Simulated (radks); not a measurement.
Effect of the nuclear size on neutral calcium, [Ar] 4s2. Calculated with a radial shooting solver on a logarithmic mesh with Libxc functionals: Dirac Kohn-Sham, LDA (Slater exchange, Perdew-Wang correlation), spin-unpolarised, spherical densities, finite nucleus; Fermi nuclear charge, rms radius 3.4776 fm. The rms radius is varied about that value; shifts are against it.

rms radius (fm)  total energy shift (eV)  density at nucleus (e/bohr^3)  1s1/2 shift (meV)  2s1/2 shift (meV)  2p1/2 shift (meV)
2.869                           -0.00960                           6153              -4.05             -0.317              0.052
3.182                           -0.00488                           6136              -2.06             -0.161              0.026
3.4776                                 0                           6122              0.000              0.000              0.000
3.7628                           0.00511                           6110               2.16              0.169             -0.028
4.107                             0.0118                           6096               4.98              0.390             -0.064

Slopes of the eigenvalues against <r^2> in GHz/fm^2, as finite differences over the two radii next to the reference (eigenvalue slopes, not the field-shift constants of lines): 1s1/2 253, 2s1/2 19.8, 2p1/2 -3.25.
